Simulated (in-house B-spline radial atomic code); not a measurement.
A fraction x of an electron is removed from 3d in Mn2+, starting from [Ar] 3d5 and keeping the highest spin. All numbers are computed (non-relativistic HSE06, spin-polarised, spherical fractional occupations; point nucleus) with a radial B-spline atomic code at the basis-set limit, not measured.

Caution: exact exchange at fractional occupations of open shells leaves self-interaction of up to several eV.

```
   x  E(x) - E(0) (eV)  3d up level (eV)
   0            0.0000           -28.008
0.07            1.9984           -29.090
0.13            3.7719           -30.028
0.27            8.1308           -32.249
0.42           13.1501           -34.681
 0.5           15.9773           -35.999
0.53           17.0647           -36.497
0.74           25.0995           -40.040
 0.8           27.5328           -41.070
 0.9           31.7264           -42.803
   1           36.0943           -44.558
```

The exact functional would give a straight line between the two integer points. Deviations E(x) - E(0) - x[E(1) - E(0)], in eV: -0.528 at x = 0.07, -0.92 at x = 0.13, -1.615 at x = 0.27, -2.01 at x = 0.42, -2.07 at x = 0.5, -2.065 at x = 0.53, -1.61 at x = 0.74, -1.343 at x = 0.8, -0.758 at x = 0.9.

The curve lies below the straight line by up to 2.07 eV (at x = 0.5): convex, the delocalisation error, to which spherically averaged exact exchange adds.

How well does Slater's transition state (minus the level at half occupation) give the ionisation energy?

It gives 35.999 eV against 36.094 eV from the two total energies; NIST lists 33.67 eV, ground level to ground level. The end point has an open shell averaged over its orbitals, so its exact exchange keeps a self-interaction and this is no true integer point.
